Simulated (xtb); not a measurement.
O$_{3}$W, charge +1, doublet, at a GFN2-xTB geometry of the parent state (such geometries of metal compounds can be far from the true shape) (a state made from the parent by changing its charge; the spin is typed, not shown lowest); GFN0-xTB run with xtb 6.7.1.

The xtb input:
```
$ xtb mol.xyz --gfn 0 --chrg 1 --uhf 1 --json

# file mol.xyz
4

W      0.00000000    -0.00000000     0.00000000
O      1.55326011    -0.32437699    -0.69267094
O     -0.50238238    -0.83765245     1.42953865
O     -1.05087773     1.16202943    -0.73686771
```

Write the output that xtb gives for this input, abridged.


```
   ID    Z sym.   atoms
    1   74 W      1
    2    8 O      2-4

           -------------------------------------------------
          |                Calculation Setup                |
           -------------------------------------------------

           -------------------------------------------------
          |                 G F N 0 - x T B                 |
           -------------------------------------------------

          ...................................................
          :                      SETUP                      :
          :.................................................:
          :  # basis functions                  22          :
          :  # atomic orbitals                  21          :
          :  # shells                            9          :
          :  # electrons                        23          :
          :  electronic temp.          300.0000000     K    :
          :  accuracy                    1.0000000          :
          :  -> integral cutoff          0.2500000E+02      :
          :  -> integral neglect         0.1000000E-07      :
          ...................................................

         :::::::::::::::::::::::::::::::::::::::::::::::::::::
         ::                     SUMMARY                     ::
         :::::::::::::::::::::::::::::::::::::::::::::::::::::
         :: total energy             -10.589176136653 Eh    ::
         :: gradient norm              0.005555479633 Eh/a0 ::
         :: HOMO-LUMO gap              3.544185368708 eV    ::
         ::.................................................::
         :: H0 energy                -11.595589782743 Eh    ::
         :: repulsion energy           0.047243191032 Eh    ::
         :: electrostat energy         0.959831168973 Eh    ::
         :: -> Gsolv                   0.000000000000 Eh    ::
         ::    -> Gsasa                0.000000000000 Eh    ::
         ::    -> Gshift               0.000000000000 Eh    ::
         :: dispersion energy         -0.000660713915 Eh    ::
         :: short-range corr.          0.000000000000 Eh    ::
         :: add. restraining           0.000000000000 Eh    ::
         :: total charge               1.000000000000 e     ::
         :::::::::::::::::::::::::::::::::::::::::::::::::::::

           -------------------------------------------------
          |                Property Printout                |
           -------------------------------------------------

    * Orbital Energies and Occupations

         #    Occupation            Energy/Eh            Energy/eV
      -------------------------------------------------------------
         1        2.0000           -0.6566423             -17.8681
         2        2.0000           -0.6566423             -17.8681
         3        2.0000           -0.6538599             -17.7924
         4        2.0000           -0.4657765             -12.6744
         5        2.0000           -0.4657765             -12.6744
         6        2.0000           -0.4625109             -12.5856
         7        2.0000           -0.4625109             -12.5856
         8        2.0000           -0.4497769             -12.2391
         9        1.9984           -0.4388966             -11.9430
        10        1.8804           -0.4346573             -11.8276
        11        1.8804           -0.4346573             -11.8276
        12        1.2408           -0.4316698             -11.7463 (HOMO)
        13                         -0.3014233              -8.2021 (LUMO)
        14                         -0.2345755              -6.3831
        15                         -0.2345755              -6.3831
        16                         -0.1105106              -3.0071
        17                         -0.1105106              -3.0071
        18                          0.1169932               3.1835
        19                          0.1811685               4.9298
        20                          0.6167893              16.7837
        21                          0.6167893              16.7837
      -------------------------------------------------------------
                  HL-Gap            0.1302464 Eh            3.5442 eV
             Fermi-level            0.0000000 Eh            0.0000 eV

     #   Z          covCN         q      C6AA      α(0)
     1  74 W        2.489     1.896   285.062    38.777
     2   8 O        0.830    -0.299    19.702     5.956
     3   8 O        0.830    -0.299    19.702     5.956
     4   8 O        0.830    -0.299    19.702     5.956

 Mol. C6AA /au·bohr⁶  :        875.402844
 Mol. C8AA /au·bohr⁸  :      73044.201266
 Mol. α(0) /au        :         56.643554

Wiberg/Mayer (AO) data.
largest (>0.10) Wiberg bond orders for each atom

 ---------------------------------------------------------------------------
     #   Z sym  total        # sym  WBO       # sym  WBO       # sym  WBO
 ---------------------------------------------------------------------------
     1  74 W    4.131 --     4 O    1.377     2 O    1.377     3 O    1.377
     2   8 O    1.595 --     1 W    1.377     3 O    0.109     4 O    0.109
     3   8 O    1.595 --     1 W    1.377     2 O    0.109     4 O    0.109
     4   8 O    1.595 --     1 W    1.377     3 O    0.109     2 O    0.109
 ---------------------------------------------------------------------------

Topologies differ in total number of bonds
Writing topology from bond orders to xtbtopo.mol

 dipole moment from electron density (au)
     X       Y       Z
  -0.0000   0.0000  -0.0000  total (Debye):    0.000

           -------------------------------------------------
          | TOTAL ENERGY              -10.589176136653 Eh   |
          | GRADIENT NORM               0.005555479633 Eh/α |
          | HOMO-LUMO GAP               3.544185368708 eV   |
           -------------------------------------------------

normal termination of xtb
```
